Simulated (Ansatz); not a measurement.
Start from `C[N]=[Mo](=[O])([OH])[F]` and change one atom or group to get `C[N]=[Mo](=[O])([F])[Cl]`.

Ansatz, PBE0-D4/def2-TZVP geometries, multiplicity 1. Each molecule was computed in one conformer, which needn't be the lowest.

Elements past krypton have def2 core potentials.

```
                                                                                  property  `C[N]=[Mo](=[O])([OH])[F]`
ideal-gas entropy at 298 K and 1 bar (rigid rotor, harmonic PBE0-D4/def2-TZVP) / J/(mol·K)                         374
                                                        LUMO energy (PBE0/def2-TZVPP) / eV                       -1.80
                                        size of the dipole moment (ωB97M-V/def2-TZVPP) / D                        3.77
                                                         HOMO energy (PBE/def2-TZVPP) / eV                       -6.57
                                                     LUMO energy (ωB97M-V/def2-TZVPP) / eV                        0.32
                                                     HOMO energy (ωB97M-V/def2-TZVPP) / eV                      -10.24
```

Task: What does the change do to each property? (An estimate is asked.)

Result: Computed: 
```csv
property,`C[N]=[Mo](=[O])([F])[Cl]`,shift
"ideal-gas entropy at 298 K and 1 bar (rigid rotor, harmonic PBE0-D4/def2-TZVP) / J/(mol·K)",380,6
LUMO energy (PBE0/def2-TZVPP) / eV,-2.57,-0.77
size of the dipole moment (ωB97M-V/def2-TZVPP) / D,2.94,-0.83
HOMO energy (PBE/def2-TZVPP) / eV,-6.93,-0.36
LUMO energy (ωB97M-V/def2-TZVPP) / eV,-0.49,-0.81
HOMO energy (ωB97M-V/def2-TZVPP) / eV,-10.54,-0.30
```

With PBE0 the HOMO falls by 0.34 eV and the LUMO falls by 0.77 eV, so the gap narrows by about 0.43 eV. PBE moves the HOMO by -0.36 eV and ωB97M-V by -0.30 eV. The zero-point energy changes by -32.0 kJ/mol with -3 modes. Dipoles are sizes alone; their direction can turn.
